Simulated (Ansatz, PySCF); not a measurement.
Tc(O)3(Me) (CH₃O₃Tc), SMILES [O]=[Tc](=[O])([CH3])=[O], multiplicity 1. Atoms are numbered in the order given.

```xyz
8

Tc     0.0000     0.0000    -0.0479
O     -1.5666     0.3826    -0.5173
O      1.1146     1.1654    -0.5172
O      0.4519    -1.5480    -0.5172
C      0.0000     0.0000     2.0128
H     -0.2949     1.0017     2.3615
H      1.0149    -0.2455     2.3615
H     -0.7200    -0.7562     2.3615
```
Charge 0, spin multiplicity 1.

Geometry optimised at r2SCAN-D4/def2-SVP. The spin state was assumed, not searched. The def2 effective core potentials stand for the cores of Tc; spin–orbit coupling is left out.

Two levels are set side by side: PBE-D3(BJ)/def2-SVP (Ansatz, a quantum-chemistry and plane-wave program) and r2SCAN-D4/def2-SVP (Ansatz). Each level has its own optimised geometry; the coordinates shown are those of the second. Frequencies come from the Hessian of PySCF at each geometry. Differences are taken from unrounded values.

```
quantity                            r2SCAN-D4  PBE-D3(BJ)  PBE-D3(BJ) minus r2SCAN-D4
----------------------------------  ---------  ----------  --------------------------
mean bond length (Å)                    1.486       1.495                       0.009
bond Tc1–O2 (Å)                         1.680       1.691                       0.011
bond Tc1–O3 (Å)                         1.680       1.691                       0.011
bond Tc1–O4 (Å)                         1.680       1.691                       0.011
bond Tc1–C5 (Å)                         2.061       2.072                       0.011
bond C5–H6 (Å)                          1.101       1.108                       0.007
bond C5–H7 (Å)                          1.101       1.108                       0.007
bond C5–H8 (Å)                          1.101       1.108                       0.007
highest harmonic wavenumber (cm⁻¹)       3167        3098                         -69
mean harmonic wavenumber (cm⁻¹)          1107        1080                         -28
zero-point energy (kcal/mol)            28.49       27.78                       -0.71
```
